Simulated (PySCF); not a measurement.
CH$_{2}$, charge +1, doublet, geometry from GFN2-xTB (a state made from the parent by changing its charge; the spin is typed, not shown lowest); PySCF with HF/def2-SV(P).

Input for PySCF:
```python
from pyscf import gto, scf

mol = gto.Mole()
mol.atom = '''
    C     0.000000    0.000000    0.000000
    H    -0.000000   -0.000000   -1.111947
    H     0.000000    0.000000    1.111947
'''
mol.basis = 'def2-sv(p)'
mol.charge = 1
mol.spin = 1
mol.verbose = 4
mol.build()

mf = scf.UHF(mol)
mf.init_guess = 'atom'
mf.kernel()
mf.analyze()
```

Q: Write the output that PySCF gives for this input, abridged.

A: 
```
PySCF version 2.14.0

[INPUT] verbose = 4
[INPUT] num. atoms = 3
[INPUT] num. electrons = 7
[INPUT] charge = 1
[INPUT] spin (= nelec alpha-beta = 2S) = 1
[INPUT] symmetry False subgroup None
[INPUT] Mole.unit = angstrom
[INPUT] Symbol           X                Y                Z      unit          X                Y                Z       unit  Magmom
[INPUT]  1 C      0.000000000000   0.000000000000   0.000000000000 AA    0.000000000000   0.000000000000   0.000000000000 Bohr   0.0
[INPUT]  2 H      0.000000000000   0.000000000000  -1.111947000000 AA    0.000000000000   0.000000000000  -2.101275295032 Bohr   0.0
[INPUT]  3 H      0.000000000000   0.000000000000   1.111947000000 AA    0.000000000000   0.000000000000   2.101275295032 Bohr   0.0

nuclear repulsion = 5.94876836440945
number of shells = 10
number of NR pGTOs = 32
number of NR cGTOs = 18
basis = def2-sv(p)
ecp = {}

******** <class 'pyscf.scf.uhf.UHF'> ********
method = UHF
initial guess = atom
damping factor = 0
level_shift factor = 0
DIIS = <class 'pyscf.scf.diis.CDIIS'>
diis_start_cycle = 1
diis_space = 8
diis_damp = 0
SCF conv_tol = 1e-09
SCF conv_tol_grad = None
SCF max_cycles = 50
direct_scf = True
direct_scf_tol = 1e-13
number electrons alpha = 4  beta = 3
Set gradient conv threshold to 3.16228e-05
Spherically averaged atomic HF for {'C', 'H'}

******** <class 'pyscf.scf.atom_hf.AtomSphAverageRHF'> ********
method = AtomSphAverageRHF
initial guess = minao
damping factor = 0
level_shift factor = 0
DIIS = <class 'pyscf.scf.diis.CDIIS'>
diis_start_cycle = 1
diis_space = 8
diis_damp = 0
SCF conv_tol = 1e-09
SCF conv_tol_grad = None
SCF max_cycles = 50
direct_scf = True
direct_scf_tol = 1e-13
atom = C
Set gradient conv threshold to 3.16228e-05
Initial guess from minao.
init E= -37.2333149440104
cycle= 1 E= -37.2800860473189  delta_E= -0.0468  |g|=    0  |ddm|= 0.442
cycle= 2 E= -37.2840519877499  delta_E= -0.00397  |g|=    0  |ddm|= 0.177
cycle= 3 E= -37.2844600537634  delta_E= -0.000408  |g|=    0  |ddm|= 0.0341
cycle= 4 E= -37.2844632102069  delta_E= -3.16e-06  |g|=    0  |ddm|= 0.00702
cycle= 5 E= -37.2844632104837  delta_E= -2.77e-10  |g|=    0  |ddm|= 4.49e-05
Extra cycle  E= -37.284463210485  delta_E= -1.39e-12  |g|=    0  |ddm|= 4.1e-06
Atomic HF for atom  C  converged. SCF energy = -37.284463210485

******** 1 electron system ********
Atomic HF for atom  H  converged. SCF energy = -0.499278405714347

init E= -38.6758886102208

cycle= 1 E= -38.4569272065277  delta_E= 0.219  |g|= 0.266  |ddm|= 0.985
cycle= 2 E= -38.5166788290252  delta_E= -0.0598  |g|= 0.0631  |ddm|= 0.355
cycle= 3 E= -38.5198488370037  delta_E= -0.00317  |g|= 0.0216  |ddm|= 0.101
cycle= 4 E= -38.5204751114061  delta_E= -0.000626  |g|= 0.00811  |ddm|= 0.0422
cycle= 5 E= -38.5205887107372  delta_E= -0.000114  |g|= 0.00196  |ddm|= 0.0204
cycle= 6 E= -38.5205949174161  delta_E= -6.21e-06  |g|= 0.000379  |ddm|= 0.00481
cycle= 7 E= -38.5205951218085  delta_E= -2.04e-07  |g|= 5.2e-05  |ddm|= 0.000827
cycle= 8 E= -38.520595125146  delta_E= -3.34e-09  |g|= 4.03e-06  |ddm|= 0.000111
cycle= 9 E= -38.5205951251613  delta_E= -1.53e-11  |g|= 7.67e-07  |ddm|= 7.58e-06
Extra cycle  E= -38.5205951251619  delta_E= -6.11e-13  |g|= 3.15e-07  |ddm|= 9.35e-07
converged SCF energy = -38.5205951251619  <S^2> = 0.76301867  2S+1 = 2.0129766
**** SCF Summaries ****
Total Energy =                         -38.520595125161890
Nuclear Repulsion Energy =               5.948768364409455
One-electron Energy =                  -60.237135517646401
Two-electron Energy =                   15.767772028075056
Two-electron Coulomb Energy =           21.285235812229388
DFT Exchange-Correlation Energy =       -5.517463784154332
**** MO energy ****
                             alpha | beta                alpha | beta
MO #1   energy= -11.7290282840337  | -11.6962637794048  occ= 1 | 1
MO #2   energy= -1.27254271254405  | -1.16938079701089  occ= 1 | 1
MO #3   energy= -1.01643921929211  | -1.00509572776461  occ= 1 | 1
MO #4   energy= -0.812840374672813 | -0.273000470242104 occ= 1 | 0
MO #5   energy= -0.306440986016286 | -0.214365706760208 occ= 0 | 0
MO #6   energy= -0.10947866953262  | -0.087453634828019 occ= 0 | 0
MO #7   energy= -0.00857275882068853 | -0.00263784509204612 occ= 0 | 0
MO #8   energy= 0.169577153521332  | 0.18333508030362   occ= 0 | 0
MO #9   energy= 0.306370880576007  | 0.404287975344094  occ= 0 | 0
MO #10  energy= 0.384442776142354  | 0.454805603433396  occ= 0 | 0
MO #11  energy= 0.465161355223335  | 0.494552158033357  occ= 0 | 0
MO #12  energy= 0.599506956264635  | 0.6184253324359    occ= 0 | 0

To work with the spin densities directly, `use mulliken_meta_spin()` only printing them here.

 ** Mulliken spin pop alpha/beta on meta-lowdin orthogonal AOs **
 ** Mulliken Spin Density (per AO)  **
spin_pop of  0 C 1s       -0.00001
spin_pop of  0 C 2s        0.09442
spin_pop of  0 C 3s       -0.00044
spin_pop of  0 C 2px       0.97634
spin_pop of  0 C 2py       0.02334
spin_pop of  0 C 2pz       0.04068
spin_pop of  0 C 3px       0.00031
spin_pop of  0 C 3py       0.00001
spin_pop of  0 C 3pz      -0.00026
spin_pop of  0 C 3dxy      0.00002
spin_pop of  0 C 3dyz      0.00000
spin_pop of  0 C 3dz^2    -0.00236
spin_pop of  0 C 3dxz      0.00000
spin_pop of  0 C 3dx2-y2    0.00016
spin_pop of  1 H 1s       -0.06512
spin_pop of  1 H 2s       -0.00099
spin_pop of  2 H 1s       -0.06512
spin_pop of  2 H 2s       -0.00099
 ** Mulliken Spin Density (per atom)  **
spin density of  0 C =      1.13221
spin density of  1 H =     -0.06611
spin density of  2 H =     -0.06611
 ** Mulliken pop alpha/beta on meta-lowdin orthogonal AOs **
 ** Mulliken pop       alpha | beta **
pop of  0 C 1s        0.99998 | 0.99999
pop of  0 C 2s        0.67891 | 0.58449
pop of  0 C 3s        0.00340 | 0.00384
pop of  0 C 2px       0.97634 | 0.00000
pop of  0 C 2py       0.02334 | 0.00000
pop of  0 C 2pz       0.64503 | 0.60435
pop of  0 C 3px       0.00031 | 0.00000
pop of  0 C 3py       0.00001 | 0.00000
pop of  0 C 3pz       0.00482 | 0.00507
pop of  0 C 3dxy      0.00004 | 0.00002
pop of  0 C 3dyz      0.00000 | 0.00000
pop of  0 C 3dz^2     0.00199 | 0.00435
pop of  0 C 3dxz      0.00000 | 0.00000
pop of  0 C 3dx2-y2    0.00040 | 0.00023
pop of  1 H 1s        0.32075 | 0.38587
pop of  1 H 2s        0.01196 | 0.01295
pop of  2 H 1s        0.32075 | 0.38587
pop of  2 H 2s        0.01196 | 0.01295
In total             4.00000 | 3.00000
 ** Mulliken atomic charges   ( Nelec_alpha | Nelec_beta ) **
charge of  0C =      0.46308  (     3.33457      2.20235 )
charge of  1H =      0.26846  (     0.33272      0.39882 )
charge of  2H =      0.26846  (     0.33272      0.39882 )

WARN: System has nonzero charge 1; the dipole moment is origin-dependent.
Location of origin: [0. 0. 0.]

Dipole moment(X, Y, Z, Debye):  0.00000, -0.00000,  0.00000
```
